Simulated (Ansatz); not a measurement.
`FC/C=C(/F)C(F)F` → `FCC=C(F)F` + `[CH]F` at 298.15 K and 1 bar (formal loss of a carbene).

Gas-phase electronic energies from Ansatz, PBE0-D4/def2-TZVP geometries. CCSD(T)/CBS adds triple-zeta CCSD(T) − MP2 to the extrapolated MP2 energy (def2 sets, frozen cores). This one scheme is used for every species. One conformer a species, not always the lowest.

| species | CCSD(T)/CBS energy (Eh) | H − E (kJ/mol) | S (J/(mol·K)) |
| --- | --- | --- | --- |
| `FC/C=C(/F)C(F)F` | -553.73650 | 231.6 | 376.5 |
| `FCC=C(F)F` | -415.29351 | 171.6 | 325.7 |
| `[CH]F` | -138.29972 | 42.7 | 223.2 |

H − E and S are ideal-gas, rigid-rotor, harmonic terms from PBE0-D4/def2-TZVP, for one conformer and one mirror image of each species. 1 Eh = 2625.50 kJ/mol, R = 8.31446 J/(mol·K).

By hand: ΔE, ΔH, ΔS and ΔG.

ΔE = (-415.29351) + (-138.29972) − (-553.73650) = 0.14327 Eh = 376.2 kJ/mol. Δ(H − E) = 171.6 + 42.7 − 231.6 = -17.3, so ΔH = 358.9 kJ/mol. ΔS = 325.7 + 223.2 − 376.5 = 172.4 J/(mol·K). ΔG = 358.9 − 298.15 × (172.4)/1000 = 307.5 kJ/mol.

By hand: the equilibrium constant, and the temperature at which ΔG would vanish if ΔH and ΔS stayed fixed.

log₁₀ K = −ΔG/(RT ln 10) = -53.9. ΔG = 0 at ΔH/ΔS = 2082 K.

The number of gas molecules changes by +1, which sets the sign of ΔS. A doubt of 5 kJ/mol in ΔE shifts log₁₀ K by 0.9 here. Other conformers and mirror images would add mixing entropy, several J/(mol·K) or more a flexible species. Modes under 60 cm⁻¹, often nearly free rotors, make the harmonic entropy too high. These are equilibria of isolated gas molecules and say nothing of rates. Largest T1 diagnostic: 0.018 (customary marks: 0.02 for closed shells, 0.045 for open ones).
